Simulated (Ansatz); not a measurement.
Basis-set extrapolation for `F[Si](F)[SiH3]` radical (PBE0-D4/def2-TZVP geometry, frozen core, Ansatz). Multiplicity 2, UHF reference.

```csv
,def2-TZVPP,def2-QZVPP
HF,-778.692485,-778.721034
MP2 correlation,-0.717707,-0.784360
CCSD(T) correlation,-0.772157,not run
```

Energies in hartree. Use E(X) = E(∞) + A·exp(−7.88·√X) for Hartree–Fock and E(X) = E(∞) + B·X^(−2.97) for correlation, with X = 3 and 4, and add CCSD(T) minus MP2 of the smaller set to the MP2 limit.

Problem. What is the CCSD(T) energy at the basis-set limit?

Solution. HF limit: -778.721034 + (-0.028549) × 0.13774 = -778.72497. MP2 limit: -0.784360 + (-0.066653) × 0.74074 = -0.83373. Higher-order term: -0.772157 − (-0.717707) = -0.05445. Total: -779.61315 hartree, 4.04 eV below CCSD(T)/def2-TZVPP.
